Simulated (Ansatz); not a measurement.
Consider the hydrogen abstraction from the N–H bond: `N[SiH](N)Cl` + `[CH3]`• → `[NH][SiH](N)Cl`• + CH₄.

Isolated molecules relaxed with PBE0-D4/def2-TZVP in Ansatz; ΔE leaves out vibrations. CBS: MP2 limit from def2 TZ/QZ plus the TZ coupled-cluster correction, frozen cores. This one scheme is used for every species. Functionals use def2-TZVPP. Open shells (•) are unrestricted, without spin–orbit coupling. One conformer a species, not always the lowest.

`N[SiH](N)Cl`:

```xyz
9

N    -1.170   -0.609   -0.603
Si    0.269   -0.355    0.265
N     0.826    1.206   -0.097
Cl   -0.269   -0.719    2.233
H    -1.862   -1.264   -0.283
H    -1.209   -0.454   -1.597
H     1.417   -1.260    0.022
H     1.786    1.455    0.077
H     0.212    2.000   -0.017
```

`[CH3]`•:

Cartesian coordinates in Å:
```
C 0.000 0.000 0.000
H 0.394 -0.776 -0.640
H 0.505 0.249 0.922
H -0.900 0.527 -0.282
```

`[NH][SiH](N)Cl`•:

```xyz
8

N    -0.439    0.708    1.584
Si    0.245    0.510    0.000
N     0.300   -1.119   -0.467
Cl   -0.911    1.719   -1.219
H    -1.390    0.343    1.677
H     1.624    1.027   -0.050
H     1.090   -1.489   -0.969
H    -0.517   -1.699   -0.556
```

CH₄:

```xyz
5

C     0.000    0.000    0.000
H    -0.519    0.857    0.429
H     1.022    0.283   -0.253
H    -0.520   -0.326   -0.900
H     0.017   -0.814    0.725
```

```
          species  r2SCANh-D4 energy (Eh)
    `N[SiH](N)Cl`              -862.28280
         `[CH3]`•               -39.82828
`[NH][SiH](N)Cl`•              -861.59841
              CH₄               -40.50000
```

Question: Work out ΔE.

Answer: ΔE = (-861.59841) + (-40.50000) − (-862.28280) − (-39.82828) = 0.01267 Eh = +33.3 kJ/mol. CCSD(T)/CBS gives +38.5 kJ/mol.

Question: What do rigid-rotor, harmonic-oscillator terms from PBE0-D4/def2-TZVP frequencies (298.15 K, 1 bar) make of the CCSD(T)/CBS value? (Estimate.)

Answer: Computed: ΔZPE = +2.3 kJ/mol, ΔH = +40.5 kJ/mol, ΔS = 1 J/(mol·K), ΔG = +40.4 kJ/mol. Open shells count their whole term as degenerate.

Largest T1 diagnostic among the species: 0.012.

In def2-TZVPP, CCSD(T) changes the Hartree–Fock value by +13.3 kJ/mol (the triples alone add +0.3 kJ/mol) and MP2 by +28.3 kJ/mol. From BLYP to BHLYP (50 % exact exchange), in def2-TZVPP and without D4, ΔE moves by +10.1 kJ/mol.
